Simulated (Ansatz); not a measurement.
A structure relaxed at PBE-D4/def2-SVP in Ansatz, charge 0, singlet:

| atom | x (Å) | y (Å) | z (Å) |
| --- | --- | --- | --- |
| C1 | -1.227 | -4.407 | -1.202 |
| C2 | -0.023 | -3.780 | -1.564 |
| C3 | 0.296 | -2.516 | -1.053 |
| C4 | -0.583 | -1.849 | -0.168 |
| C5 | -0.246 | -0.512 | 0.392 |
| C6 | 0.246 | 0.512 | -0.392 |
| C7 | 0.213 | 0.460 | -1.879 |
| C8 | -0.950 | 0.055 | -2.573 |
| C9 | -0.975 | 0.022 | -3.973 |
| C10 | 0.161 | 0.394 | -4.711 |
| C11 | 1.319 | 0.812 | -4.035 |
| C12 | 1.341 | 0.855 | -2.635 |
| C13 | 0.843 | 1.743 | 0.193 |
| C14 | 1.778 | 1.673 | 1.251 |
| C15 | 2.346 | 2.835 | 1.786 |
| C16 | 1.992 | 4.096 | 1.276 |
| C17 | 1.076 | 4.181 | 0.215 |
| C18 | 0.515 | 3.017 | -0.327 |
| C19 | -0.474 | -0.354 | 1.854 |
| C20 | -0.078 | -1.369 | 2.755 |
| C21 | -0.292 | -1.229 | 4.133 |
| C22 | -0.926 | -0.082 | 4.638 |
| C23 | -1.347 | 0.922 | 3.751 |
| C24 | -1.124 | 0.788 | 2.375 |
| C25 | -1.779 | -2.503 | 0.207 |
| C26 | -2.103 | -3.764 | -0.313 |
| H27 | -1.478 | -5.400 | -1.607 |
| H28 | 0.678 | -4.284 | -2.247 |
| H29 | 1.241 | -2.030 | -1.335 |
| H30 | -1.843 | -0.233 | -1.999 |
| H31 | -1.894 | -0.290 | -4.493 |
| H32 | 0.141 | 0.365 | -5.811 |
| H33 | 2.212 | 1.110 | -4.605 |
| H34 | 2.248 | 1.190 | -2.109 |
| H35 | 2.061 | 0.688 | 1.651 |
| H36 | 3.077 | 2.757 | 2.606 |
| H37 | 2.437 | 5.010 | 1.699 |
| H38 | 0.797 | 5.164 | -0.195 |
| H39 | -0.198 | 3.087 | -1.163 |
| H40 | 0.414 | -2.272 | 2.363 |
| H41 | 0.037 | -2.025 | 4.820 |
| H42 | -1.099 | 0.025 | 5.719 |
| H43 | -1.861 | 1.817 | 4.134 |
| H44 | -1.459 | 1.575 | 1.683 |
| H45 | -2.465 | -2.004 | 0.909 |
| H46 | -3.046 | -4.249 | -0.020 |

Q: Give its formula, name or SMILES and point group.

A: tetraphenylethylene (C26H20). Point group D2 (tolerance 0.1 Å).

Q: Summarise the bond lengths by kind (pairs closer than 1.2 times the sum of covalent radii, bridged metal pairs left out).

A: 29 × C–C 1.38 to 1.49 Å; 20 × C–H 1.10 Å.

Single mean-field runs in def2-SVP are fitted with def2-universal-jkfit.
